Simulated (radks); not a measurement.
Task: All-electron atom: the selenium ion Se2+ in [Ar] 3d10 4s2 4p1 4d1 (not the ground configuration). Method: scalar-relativistic Kohn-Sham, PBE, spin-unpolarised, spherical densities, point nucleus; computed with a radial shooting solver on a logarithmic mesh with Libxc functionals. Some entries of the table are withheld. Estimate them.

orbital  occ.  eigenvalue (eV)  <r> (bohr)  r(max) (bohr)
1s          2        -12532.53     0.04408        0.02880
2s          2        -1633.983         (1)         0.1645
2p          6        -1440.468      0.1711         0.1317
3s          2        -240.1053      0.5738            (2)
3p          6        -179.5610         (3)         0.5003
3d         10         -79.5999      0.6271         0.4526
4s          2         -40.2055       1.667          1.458
4p          1         -27.6983         (4)          1.666
4d          1              (5)       3.005          2.484

Result: 
(1) 2s <r> (bohr): 0.1959
(2) 3s r(max) (bohr): 0.5022
(3) 3p <r> (bohr): 0.5891
(4) 4p <r> (bohr): 1.944
(5) 4d eigenvalue (eV): -12.2131
